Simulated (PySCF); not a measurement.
## [C6H9ClO]+: g tensor and hyperfine couplings

C₆H₉ClO (charge +1 and doublet state).
Structure used (GFN2-xTB), in Å, numbered top down from 1:
```xyz
17
C6H9ClO angstrom
C      2.7450    0.2117    1.5046
C      1.9606   -0.3987    0.6765
C      1.4372   -1.4590   -0.1553
C      0.6022   -0.2005   -0.0724
O     -0.4975   -0.2126    0.7134
C     -1.4802    0.7699    0.5542
C     -2.5829    0.2601   -0.4111
Cl    -3.8541    1.4827   -0.5576
H      2.5324    1.1781    1.9374
H      3.6917   -0.2267    1.7961
H      1.9207   -1.6525   -1.1048
H      1.0504   -2.3359    0.3487
H      0.6291    0.5272   -0.8803
H     -1.9201    0.9313    1.5420
H     -1.0629    1.7063    0.1694
H     -2.1565    0.0885   -1.4010
H     -3.0221   -0.6580   -0.0200
```

The hyperfine couplings belong to this conformer and change with its torsions.

The species is `[CH2+][C]1C[C@H]1OCCCl` [radical] (charge +1).

Method used: UKS B3LYP, pcH-1 on C Cl H O, non-relativistic, mean-field spin-orbit, GIAO (PySCF). Geometry: GFN2-xTB, one conformer, isolated ion. A GFN2-xTB geometry isn't a minimum of the functional, and hyperfine couplings can be far from their values at a DFT geometry, by a factor of two or more for some ions and for spin on atoms past the first row. Stability of the SCF solution: not tested.

- g1, g2, g3: 2.00260, 2.01001, 2.01482
- g_iso: 2.00914
- Form of g: rhombic: the two nearest values differ by 39 % of g3 − g1
- ⟨S²⟩: 0.7539 (exact 0.7500)
- HOMO–LUMO gap, α and β orbitals: 6.49, 1.77 eV
- Total energy: -769.10122 Eh

Hyperfine couplings atom by atom, in mT; T1 to T3 are the principal values of the dipolar part; ρ(0) is the spin density at the nucleus (MHz turned into mT with g_iso):

| atom | isotope | a_iso | of which spin–orbit | T1 | T2 | T3 | Mulliken spin population | ρ(0) (bohr⁻³) |
| --- | --- | --- | --- | --- | --- | --- | --- | --- |
| C1 | 13C | -0.23 | 0.00 | -0.29 | -0.11 | 0.40 | 0.01 | -0.0056 |
| C2 | 13C | 0.62 | 0.00 | -0.98 | -0.93 | 1.91 | 0.24 | 0.0154 |
| C3 | 13C | 0.63 | 0.00 | -0.39 | -0.31 | 0.69 | 0.05 | 0.0157 |
| C4 | 13C | -0.30 | 0.00 | -0.83 | -0.72 | 1.54 | 0.17 | -0.0077 |
| O5 | 17O | -1.46 | -0.01 | -4.52 | 2.23 | 2.29 | 0.35 | 0.0674 |
| C6 | 13C | -0.50 | 0.00 | -0.16 | -0.02 | 0.18 | -0.01 | -0.0126 |
| C7 | 13C | 0.83 | 0.01 | -0.22 | -0.20 | 0.42 | 0.04 | 0.0205 |
| Cl8 | 35Cl | 0.05 | 0.04 | -0.38 | -0.31 | 0.69 | 0.05 | 0.0005 |
| H9 | 1H | 1.69 | 0.00 | -0.19 | -0.08 | 0.27 | 0.02 | 0.0106 |
| H10 | 1H | 3.31 | 0.00 | -0.17 | -0.09 | 0.26 | 0.04 | 0.0208 |
| H11 | 1H | 2.84 | 0.00 | -0.20 | -0.06 | 0.26 | 0.03 | 0.0179 |
| H12 | 1H | 0.15 | 0.00 | -0.20 | -0.01 | 0.21 | 0.00 | 0.0010 |
| H13 | 1H | -0.20 | 0.00 | -0.34 | -0.16 | 0.50 | -0.01 | -0.0013 |
| H14 | 1H | 0.87 | 0.00 | -0.14 | -0.10 | 0.24 | 0.01 | 0.0055 |
| H15 | 1H | 0.61 | 0.00 | -0.14 | -0.06 | 0.20 | 0.01 | 0.0038 |
| H16 | 1H | 0.20 | 0.00 | -0.13 | 0.02 | 0.11 | 0.00 | 0.0012 |
| H17 | 1H | -0.11 | 0.00 | -0.12 | -0.04 | 0.16 | 0.00 | -0.0007 |

The Mulliken spin populations are largest on O5 (+0.35), C2 (+0.24) and C4 (+0.17). Three atoms exceed +0.15.

The SMILES `[CH2+][C]1C[C@H]1OCCCl` draws the unpaired electron on C2, whose computed spin population is only +0.24.

Axes: g1 points within 10° of the C1–C2 bond and g3 points within 3° of the C3–C4 bond.

Under fast tumbling the dipolar parts average out, and these isotropic splittings remain (the largest six): 1 × 1H (H10, I = 1/2, 2 lines) with 3.31 mT, 1 × 1H (H11, I = 1/2, 2 lines) with 2.84 mT, 1 × 1H (H9, I = 1/2, 2 lines) with 1.69 mT, 1 × 1H (H14, I = 1/2, 2 lines) with 0.87 mT, 1 × 1H (H15, I = 1/2, 2 lines) with 0.61 mT and 1 × 1H (H13, I = 1/2, 2 lines) with 0.20 mT.

H9 and H10 aren't averaged: C1 is flat or nearly so (angle sum 360°), and its turn about the short C1–C2 bond (1.29 Å) is taken as slow.

Main isotope only: 35Cl (natural samples also hold 24 % 37Cl, magnetic too, which adds its own pattern).

The 13C coupling of C7 (23.3 MHz) shows only in satellite lines or after enrichment, since that isotope makes up about 1.07 % of natural carbon.

The 17O coupling of O5 (-41.1 MHz) shows only in satellite lines or after enrichment, since that isotope makes up about 0.038 % of natural oxygen.

The spin density at the nucleus, in bohr⁻³, is negative for C6 (-0.0126), C4 (-0.0077) and C1 (-0.0056), for instance. A restricted open-shell determinant has no negative spin density anywhere; here it arises because α and β orbitals differ (spin polarisation).

On Arm Neoverse V1, one thread, no GPU, shared host, this took 2.2 min wall (grids of density and orbitals included) and 0.97 GiB of memory at its peak.
